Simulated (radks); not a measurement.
Species: Cs+. Configuration: [Kr] 4d10 5s2 5p5.5 6p0.5 (fractional occupations, a model configuration). All-electron calculation, scalar-relativistic Kohn-Sham, r2SCAN, spin-polarised, spherical densities, finite nucleus; open shells are filled with parallel spins first (spin-orbit coupling, left out, can overturn this in heavy ions); meta-GGA in the generalised Kohn-Sham scheme; Fermi nuclear charge, rms radius 4.8041 fm. Program: a radial shooting solver on a logarithmic mesh with Libxc functionals.

Normalised radial functions P(r) = r R(r), r in bohr:

```
   r/bohr * 5s up (the largest magnitude, 0.895, reaches the edge; | marks zero)
 0.001074                             |*
 0.001467                             |*
  0.00202                             | *
  0.00276                             | *
 0.003801                             | *
 0.005192                             |  *
  0.00715                             |  *
 0.009769                             |   *
  0.01345                             |   *
  0.01838                             |  *
  0.02531                             | *
  0.03458                            *|
  0.04762                         *   |
  0.06505                       *     |
  0.08958                       *     |
   0.1224                            *|
   0.1685                             |     *
   0.2303                             |        *
   0.3171                             |  *
   0.4332                   *         |
   0.5966               *             |
    0.815                            *|
    1.122                             |                  *
    1.533                             |                          *
    2.112                             |                    *
    2.885                             |         *
    3.973                             | *
    5.427                             *
    7.474                             *
    10.21                             *
    14.06                             *
    19.21                             *
```

5s up: eigenvalue -35.779 eV, 4 radial nodes at r = 0.0323, 0.128, 0.340, 0.825 bohr, <r> = 1.73 bohr, 90 % of the charge inside 2.50 bohr.
